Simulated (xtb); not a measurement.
Nb(O)(OH)3 (H3NbO4), SMILES [OH][Nb]([OH])([OH])=[O], multiplicity 1. All values are semi-empirical tight-binding results from xtb (GFN2-xTB unless named), good for trends rather than for accurate numbers. Geometry optimised at GFN2-xTB. The spin state was assumed, not searched. The values are those of a single conformer.

Optimised geometry:

```xyz
8

Nb     0.0000     0.0000    -0.0006
O      0.0000     0.0000    -1.6987
O      1.5091    -0.8713     0.5201
H      2.3324    -1.3466     0.3767
O      0.0000     1.7426     0.5201
H      0.0000     2.6932     0.3767
O     -1.5091    -0.8713     0.5201
H     -2.3324    -1.3466     0.3767
```
Charge 0, spin multiplicity 1.

For metal compounds this method's bond lengths and energies can be far off.

Computed properties:
```
Quantity                                       Value
-------------------------------------  -------------
point group as xtb finds it                      C3v
orbital gap                                  5.15 eV
zero-point energy                      23.4 kcal/mol
G − E(el) at 298.15 K (modified RRHO)   3.6 kcal/mol
```

Computed atomic charges and the Wiberg bond orders between heavy atoms:
charges (e) Nb1 0.52, O2 -0.33, O3 -0.41, H4 0.35, O5 -0.41, H6 0.35, O7 -0.41, H8 0.35. Bond orders Nb1–O2 2.28, Nb1–O3 1.32, Nb1–O5 1.32, Nb1–O7 1.32.
